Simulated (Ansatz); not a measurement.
Mulliken charges of CH4OSiTe, SMILES `O=C[Te][SiH3]` from ωB97M-V/def2-TZVPP in Ansatz (PBE0-D4/def2-TZVP geometry).

```tsv
atom	x (Å)	y (Å)	z (Å)	charge (e)
O1	-1.280	2.788	0.149	-0.211
C2	-0.779	1.726	-0.010	0.044
Te3	-0.330	0.367	1.610	0.025
Si4	0.610	-1.332	0.048	0.056
H5	-0.487	1.318	-0.998	0.106
H6	0.477	-0.722	-1.304	-0.011
H7	-0.155	-2.601	0.108	-0.005
H8	2.038	-1.603	0.342	-0.005
```

By hand: the dipole of these point charges (1 e Å = 4.8032 D).

Σ q r = (0.195, -0.409, -0.083) e Å, of length 0.461 e Å = 2.21 D.

How does the dipole of the full density compare? (An estimate is asked.)

Ansatz gave: (0.224, -0.455, -0.159) e Å, 2.55 D; the point charges give 0.87 times that, at 7° from its direction.

Point charges leave out the atoms' own dipoles, such as those of lone pairs, and Mulliken's split depends on the basis, so the close match here is no proof of good charges.
